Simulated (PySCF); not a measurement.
C₂H₇NSi₂, SMILES [SiH3][C@H]1N=C[SiH2]1.

Geometry: ωB97X-D3(BJ)/def2-SVP. The structure was generated by enumeration; whether it is a known compound was not checked.

Two levels are set side by side: PBE/def2-TZVP (PySCF) and r2SCAN/def2-TZVP (PySCF). Same geometry, gas phase. Differences are taken from unrounded values.

```json
[
 {"quantity": "orbital gap (eV)", "r2SCAN": "4.01", "PBE": "3.59", "PBE minus r2SCAN": "-0.42"},
 {"quantity": "highest occupied level (eV)", "r2SCAN": "-5.95", "PBE": "-5.71", "PBE minus r2SCAN": "0.24"},
 {"quantity": "lowest empty level (eV)", "r2SCAN": "-1.95", "PBE": "-2.12", "PBE minus r2SCAN": "-0.18"},
 {"quantity": "dipole moment (D)", "r2SCAN": "1.68", "PBE": "1.59", "PBE minus r2SCAN": "-0.09"},
 {"quantity": "mean polarisability (bohr³)", "r2SCAN": "81.7", "PBE": "84.0", "PBE minus r2SCAN": "2.3"}
]
```

Rough cost on one machine, each run with all the roots and properties that it gave: r2SCAN against PBE about 3 times.
